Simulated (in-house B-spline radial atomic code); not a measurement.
Radial electron density of Ta2+, [Xe] 4f14 5d3. Computed with a B-spline radial code for spherical atoms: scalar-relativistic (X2C) r2SCAN, spin-polarised, spherical fractional occupations, Fermi nucleus of rms radius 5.3507 fm.

One-electron X2C: radii and densities carry no picture-change correction, so inner-shell <1/r> comes out high (for 1s by about 2 % at Z = 33, 5 % at 54, 10 % at 75, 30 % at 118) and <r> low.

Columns: r (bohr), 4πr²n(r) (electrons per bohr), bar.

```
0.000422    3.553 #
0.000523    4.805 ##
0.000649    6.486 ##
0.000805     8.71 ###
0.000998    11.63 ####
 0.00124    15.48 #####
 0.00154    20.43 #######
  0.0019    26.48 #########
 0.00236    34.21 ###########
 0.00293    43.51 ##############
 0.00364    54.34 ##################
 0.00451    66.13 ######################
 0.00559    78.26 ##########################
 0.00694    89.53 ##############################
 0.00861    98.15 ################################
  0.0107    102.5 ##################################
  0.0132    101.6 #################################
  0.0164    96.17 ################################
  0.0204    89.64 ##############################
  0.0253    87.68 #############################
  0.0314    95.12 ###############################
  0.0389    111.5 #####################################
  0.0483    128.6 ##########################################
  0.0599    133.4 ############################################
  0.0742    121.4 ########################################
  0.0921      105 ###################################
   0.114    103.9 ##################################
   0.142      118 #######################################
   0.176    118.9 #######################################
   0.218    92.58 ###############################
    0.27    64.84 #####################
   0.336    63.79 #####################
   0.416     73.4 ########################
   0.516    64.87 #####################
    0.64    42.45 ##############
   0.794     25.3 ########
   0.985    17.49 ######
    1.22     12.7 ####
    1.52     7.75 ###
    1.88    3.916 #
    2.33    1.691 #
    2.89    0.654 
    3.59    0.211 
    4.45  0.04972 
    5.52 0.007223 
    6.85 0.0005661
```

On this grid the curve has 4 maxima, near 0.0107, 0.0599, 0.176, 0.416 bohr.

The 4f up radial function P(r) = rR(r), positive near the nucleus:

| r (bohr) | P |
| --- | --- |
| 0.0253 | 0.00222 |
| 0.0389 | 0.009561 |
| 0.0599 | 0.03747 |
| 0.0921 | 0.1268 |
| 0.142 | 0.3548 |
| 0.218 | 0.7559 |
| 0.336 | 1.17 |
| 0.516 | 1.238 |
| 0.794 | 0.8924 |
| 1.22 | 0.4515 |
| 1.88 | 0.1548 |
| 2.89 | 0.03147 |
| 4.45 | 0.002675 |
